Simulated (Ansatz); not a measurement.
Ansatz (a program for electronic structure) input for C4H9FSi, SMILES F/C([SiH2]C)=C\C, PBE/def2-SVPD. Geometry: ωB97X-D3(BJ)/def2-SVP. The structure was generated by enumeration; whether it is a known compound was not checked. One conformer was computed; it need not be the lowest.

Ansatz 0.2 input:
```yaml
crystal:
  periodic: [false, false, false]
  atoms:
    - {symbol: C, position_ang: [2.87934471, 0.41522212, 0.02884556]}
    - {symbol: C, position_ang: [1.53552903, 0.16801627, -0.59190552]}
    - {symbol: C, position_ang: [0.42525212, -0.15414206, 0.07766954]}
    - {symbol: F, position_ang: [0.47753769, -0.27262038, 1.43623355]}
    - {symbol: Si, position_ang: [-1.29457911, -0.46823091, -0.62472151]}
    - {symbol: C, position_ang: [-2.52429592, 0.68406760, 0.19930310]}
    - {symbol: H, position_ang: [3.23753819, 1.43158935, -0.20438645]}
    - {symbol: H, position_ang: [2.83502236, 0.30158334, 1.12043599]}
    - {symbol: H, position_ang: [3.62858527, -0.29016576, -0.36717113]}
    - {symbol: H, position_ang: [1.44060666, 0.25358491, -1.67989115]}
    - {symbol: H, position_ang: [-1.67285088, -1.88897931, -0.36554757]}
    - {symbol: H, position_ang: [-1.21593484, -0.24541119, -2.09829670]}
    - {symbol: H, position_ang: [-2.29177452, 1.73471158, -0.03506811]}
    - {symbol: H, position_ang: [-3.55529210, 0.47428282, -0.12613620]}
    - {symbol: H, position_ang: [-2.47461169, 0.55863686, 1.29258428]}
basis:
  gaussian:
    orbitals: def2-SVPD
hamiltonian:
  xc: {name: PBE}
```

Log of the run:

```
WARN ansatz: RAYON_NUM_THREADS=2 ignored (pool sized by the plan → 2); use --threads N
Functional definition: PBE
integrals: 0.14 GiB planned
1665 factors; their error is unknown
mean field: 0.98 GiB planned
mean field evaluation 1: about -14855.3502 eV, gradient 7.5e1 eV
mean field evaluation 2: about -14834.8901 eV, gradient 1.1e2 eV
mean field evaluation 4: about -14868.6830 eV, gradient 1.5e1 eV
mean field evaluation 8: about -14869.2076 eV, gradient 2.1e-1 eV
mean field evaluation 16: about -14869.1273 eV, gradient 3.3e-4 eV
mean field -14869.12726939 eV, -546.4303484937 hartree, gradient 3.9e-5 eV, S^2 0.000000; 0 other end points of the search recorded, 0 dependent functions left out
reference -14869.12732439 eV, -546.4303505147 hartree; 28, 28 occupied and 171, 171 virtual orbitals, 1665 factors
Total energy: -14869.12732439 eV, -546.4303505147 hartree
```

The calculation finished and met its thresholds.

Cost: about 6 core-seconds (a rough figure).
